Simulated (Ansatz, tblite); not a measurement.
Cost and result up the ladder for W5⁺ (5 atoms). Total charge 1; doublet. Geometry: PBE0-D4/def2-SVP.

```csv
atom,x (Å),y (Å),z (Å)
W1,0.3073,0.3634,1.7779
W2,1.0711,0.9604,-0.4940
W3,-0.6867,-0.3076,-1.6796
W4,-1.5682,0.2270,0.4068
W5,0.8764,-1.2432,-0.0110
```

Ansatz on 4 threads of Arm Neoverse V1 on a shared host; xTB runs through tblite on one thread. Times are rough, summed over both states, and most runs start from the orbitals of an earlier one. PBE0-D4/def2-TZVP serves as the yardstick here, not as an exact answer. The other state is a quartet at its own geometry.

In the def2 sets W takes a core potential; there is no spin–orbit coupling. The xTB rows come from tblite. B3LYP takes the VWN-RPA correlation. The structure comes from a short search, and lower isomers may exist.

Run but left out: HF/def2-TZVP, MP2/def2-TZVP (doublet: ⟨S²⟩ 5.75, where a pure state has 0.75).

xTB has no spin-polarisation term.

```tsv
level	functions	wall time	quartet − doublet (eV)	difference from PBE0-D4/def2-TZVP (eV)
GFN1-xTB	45	0.011 s	-0.85	-1.44
PBE-D4/def2-TZVP (with forces)	200	25 s	0.55	-0.04
B3LYP-D4/def2-TZVP	200	64 s	0.57	-0.02
PBE0-D4/def2-TZVP	200	84 s	0.59	0.00
r2SCAN-D4/def2-TZVP	200	2.3 min	0.45	-0.14
```
